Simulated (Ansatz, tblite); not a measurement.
Forces on the cluster Mg₃Cl₄⁺ at its PBE0-D4/def2-SVP geometry. Total charge 1; doublet.

The xTB rows come from tblite. The structure comes from a short search, and lower isomers may exist.

GFN1-xTB (tblite), largest force 0.49 eV/Å:

```xyz
7
positions Å, forces eV/Å
Mg    1.330   -1.253   -0.144   -0.221    0.255   -0.016
Mg   -1.133   -0.311    1.407    0.178    0.103   -0.267
Mg   -0.278    2.166   -1.757   -0.003    0.039   -0.028
Cl   -0.846   -2.199   -0.007    0.224    0.340    0.149
Cl    1.158   -0.322    2.035   -0.252   -0.107   -0.336
Cl   -1.745    1.583    0.259    0.266   -0.403    0.105
Cl    1.514    0.337   -1.792   -0.192   -0.227    0.394
```

GFN2-xTB (tblite), largest force 0.74 eV/Å:

```
Mg -0.510 0.340 0.189
Mg 0.473 -0.036 -0.430
Mg 0.077 -0.572 0.470
Cl 0.366 0.559 0.241
Cl -0.413 -0.173 -0.551
Cl 0.568 -0.274 -0.315
Cl -0.561 0.157 0.396
```

PBE-D4/def2-TZVP (Ansatz), largest force 0.30 eV/Å:

```
Mg -0.240 0.139 0.107
Mg 0.226 -0.039 -0.187
Mg 0.025 -0.184 0.153
Cl 0.059 0.112 0.024
Cl -0.070 -0.008 -0.107
Cl 0.074 -0.038 -0.042
Cl -0.074 0.019 0.052
```
